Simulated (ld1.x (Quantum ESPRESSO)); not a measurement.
As (Z = 33): one change to an RRKJ potential, before and after

* Element: arsenic
* Generator: ld1.x (Quantum ESPRESSO) 7.5
* Type: norm-conserving RRKJ (Kleinman–Bylander form)
* Functional: PBE
* Relativity: scalar-relativistic
* Frozen core: [Ar] 3d10
* Valence charge: 5
* Reference configuration: 4s2 4p2 (charge +1)
* Partial waves: 4p (bound): rc 1.60 bohr; 4d channel at 0.4 Ry: rc 1.40 bohr; 4s (bound): rc 1.40 bohr
* Local potential: the s channel
* Core correction: a·sin(br)/r model core inside 0.85 bohr

Change: all radii but the core radius scaled by about 1.36 (s 1.90, p 2.18, d 1.90 bohr).

Cutoffs: the cutoffs (Ry, on a coarse ladder) from which the occupation-weighted sum of valence levels, in a spherical-Bessel basis at the reference potential, stays within 10 and 1 mRy of its value at 400 Ry; they do not see the model core or the augmentation charge, which bear on the density cutoff. Errors are all-electron minus pseudo energies relative to the spin-unpolarised reference configuration.

Q: Predict the effect on cutoff, ghosts and configuration errors.

A: The potential gets softer (35 Ry and 80 Ry → 30 Ry and 40 Ry); the bound ghost in d disappears; of the 7 tests that both files solve, the error grows in 2 and shrinks in 2 by more than 15 % and 0.3 meV (median size 11.4 → 15.5 meV). A larger radius leaves more room for a smooth pseudo-wave, so fewer plane waves are needed.

```tsv
quantity	base	changed
cutoff, loose	35 Ry	30 Ry
cutoff, tight	80 Ry	40 Ry
loose cutoff by channel (10 mRy a level)	p 18 Ry, s 30 Ry	p 18 Ry, s 15 Ry
bound ghosts	d	none
error for 4s2 4p3, meV [ΔE -9.15 eV]	-1.4	-1.6
error for 4s2 4p1, meV [ΔE 17.92 eV]	-11	-8.5
error for 4s2 4p0, meV [ΔE 45.62 eV]	-60	-35
error for 4s2 4p2.5, meV [ΔE -5.59 eV]	-0.2	-0.1
error for 4s1 4p3, meV [ΔE 10.11 eV]	-12	-22
error for 4s1 4p4, meV [ΔE 0.27 eV]	-6.9	-16
error for 4s1 4p0, meV [ΔE 96.27 eV]	-280	-244
```

 A true bound ghost makes a file unfit for plane-wave use even where its test errors are small: the radial tests pick states by their node count and pass the ghost by.
